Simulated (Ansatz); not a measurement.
`FC(F)OC(F)(F)F` → `F[C](F)OC(F)F`• + F•  (homolysis of the C–F bond)

Gas-phase electronic energies from Ansatz, PBE0-D4/def2-TZVP geometries. CCSD(T)/CBS is the MP2 limit (def2-TZVPP, def2-QZVPP) plus CCSD(T) − MP2 in def2-TZVPP, frozen cores. This one scheme is used for every species, atoms too. DFT in def2-TZVPP. B3LYP here is the variant with VWN-RPA as its local correlation; programs differ in this. Open shells (•) are unrestricted, without spin–orbit coupling. Spin–orbit coupling would lower the free atoms: a little for F. Each species was taken in one conformer, which may not be the lowest.

| level | ΔE (kJ/mol) | difference from CCSD(T)/CBS |
| --- | --- | --- |
| PBE-D4 | 550.2 | -3.9 |
| r2SCAN-D4 | 533.3 | -20.8 |
| PBE0-D4 | 534.3 | -19.8 |
| B3LYP-D4 | 526.0 | -28.1 |
| ωB97X-V | 548.3 | -5.8 |
| ωB97M-V | 555.8 | 1.7 |
| B2PLYP | 533.0 | -21.1 |
| PBE | 547.4 | -6.7 |
| r2SCAN | 532.5 | -21.6 |
| PBE0 | 531.9 | -22.2 |
| B3LYP | 521.5 | -32.6 |
| HF/def2-TZVPP | 372.2 | -181.9 |
| MP2/def2-TZVPP | 570.7 | 16.6 |
| SCS-MP2/def2-TZVPP | 555.1 | 1.0 |
| CCSD/def2-TZVPP | 529.3 | -24.8 |
| CCSD(T)/def2-TZVPP | 540.9 | -13.2 |
| HF/def2-QZVPP | 372.2 | -181.9 |
| MP2/def2-QZVPP | 578.3 | 24.2 |
| SCS-MP2/def2-QZVPP | 563.3 | 9.2 |
| HF/CBS(def2) | 372.2 | -181.9 |
| MP2/CBS(def2) | 583.9 | 29.8 |
| CCSD/CBS(def2) | 542.5 | -11.6 |
| CCSD(T)/CBS | 554.1 | 0 |

Largest T1 diagnostic among the species: 0.014.

From PBE to PBE0 (25 % exact exchange), in def2-TZVPP and without D4, ΔE moves by −15.5 kJ/mol: exact exchange takes away binding that semilocal exchange gives to molecules. In def2-TZVPP, CCSD(T) changes the Hartree–Fock value by +168.7 kJ/mol (the triples alone add +11.7 kJ/mol) and MP2 by +198.5 kJ/mol; breaking electron pairs costs correlation energy, which Hartree–Fock lacks. The D4 term adds +4.4 kJ/mol with B3LYP and +2.4 kJ/mol with PBE0; it sums over pairs of atoms, weighted by their polarisabilities, and B3LYP, whose exchange is more repulsive, gets the larger term.

CCSD(T)/CBS has its own doubt, a few kJ/mol and more with outer-core shells, so smaller differences from it don't rank the levels.
